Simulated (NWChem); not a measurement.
C(Cl)(=C(F)Br)Cl (C₂BrCl₂F), optimised at PBE0/def2-SVP with NWChem:

* **highest occupied level (eV)**: -7.16
* **orbital gap (eV)**: 6.61
* **dipole (D)**: 0.61
* **highest harmonic frequency (cm⁻¹)**: 1727
* **zero-point energy (kcal/mol)**: 10.5

This build's default masses of Se (78.918 u) and Br (79.917 u) are each other's, which moves their modes by up to 0.6 %.

Q: One F atom is replaced by H, giving BrC=C(Cl)Cl (C2HBrCl2), optimised at the same level. How do these values move?

A: 
| quantity | new value | change |
|---|---|---|
| highest occupied level (eV) | -7.17 | -0.01 |
| orbital gap (eV) | 6.45 | -0.16 |
| dipole (D) | 0.70 | +0.09 |
| highest harmonic frequency (cm⁻¹) | 3258 | +1531 |
| zero-point energy (kcal/mol) | 15.3 | +4.8 |
